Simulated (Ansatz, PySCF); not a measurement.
Reaction 4 R1 + R2 → 2 P1 + 2 P2, each structure at its B3LYP-D3(BJ)/def2-TZVP stationary point, reached from a drawn start (curvature not checked).
R1, HCl (SMILES Cl) (charge 0, multiplicity 1):
```xyz
2

Cl     0.6410     0.0000     0.0000
H     -0.6410     0.0000     0.0000
```
P1: Cl2 (SMILES ClCl), charge 0, multiplicity 1.
R2, O2 (SMILES O=O) (charge 0, multiplicity 3, Z-matrix in Å and degrees):
```
O
O 1 1.2043
```
P2: H2O (SMILES O), charge 0, multiplicity 1.

P less R. No zero-point or thermal terms; singlets are restricted closed shells; open shells are unrestricted; no spin–orbit coupling.

Frozen-core correlation throughout.

Run with Ansatz (a quantum-chemistry and plane-wave program) with Gaussian orbitals; PySCF for the D3/D4 terms. Each number belongs to the level named beside it.

```tsv
level	reaction energy (kJ/mol)
HF/cc-pV(D+d)Z	33.0
PBE/def2-TZVPP	-117.1
revPBE/def2-TZVPP	-95.9
revPBE-D3(BJ)/def2-TZVPP	-103.5
revPBE-D4/def2-TZVPP	-106.1
B2PLYP-D4/def2-TZVPP	-111.0
MP2/cc-pV(T+d)Z	[?]
CCSD/cc-pV(T+d)Z	[?]
CCSD(T)/cc-pV(Q+d)Z	[?]
```

Some entries are withheld; supply them.


- MP2/cc-pV(T+d)Z, reaction energy (kJ/mol): -114.4
- CCSD/cc-pV(T+d)Z, reaction energy (kJ/mol): -99.9
- CCSD(T)/cc-pV(Q+d)Z, reaction energy (kJ/mol): -128.2
